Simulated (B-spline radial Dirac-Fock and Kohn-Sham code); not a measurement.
Form factor and incoherent scattering function of Rh²⁹⁺

System: Rh²⁹⁺, configuration [Ne] 3s2 3p4.

These are calculated numbers from a radial finite-basis atomic code; the model is Dirac-Fock orbitals of the configuration average with a finite nucleus. f₀ is the Fourier transform of the spherical electron density, S the Waller-Hartree incoherent function, and s = sin θ/λ. The electron scattering factor follows from the Mott-Bethe formula f_e = 0.023934 Å⁻¹·(Z − f₀)/s².

```csv
s (Å⁻¹),f₀,S,f_e (Å)
0,16.000,0.000,–
0.03,15.994,0.008,771.376
0.04,15.989,0.013,433.974
0.05,15.982,0.021,277.804
0.07,15.965,0.041,141.820
0.08,15.955,0.054,108.620
0.11,15.915,0.101,57.532
0.13,15.881,0.141,41.239
0.17,15.797,0.240,24.185
0.21,15.692,0.362,15.906
0.27,15.497,0.589,9.686
0.34,15.215,0.911,6.167
0.43,14.777,1.400,3.912
0.54,14.145,2.081,2.533
0.68,13.234,3.016,1.644
0.86,11.981,4.219,1.069
1.09,10.416,5.607,0.697
1.37,8.781,6.980,0.462
1.73,7.249,8.317,0.302
2.18,6.025,9.593,0.196
2.75,4.942,10.888,0.127
3.47,3.758,12.169,0.082
4.38,2.571,13.283,0.053
```

f₀ starts at the number of electrons, 16, and has fallen to half at s ≈ 1.55 Å⁻¹. The sum of ⟨r²⟩ over the electrons is 0.9629 bohr². For an ion f_e diverges as s goes to zero, because of the net charge.
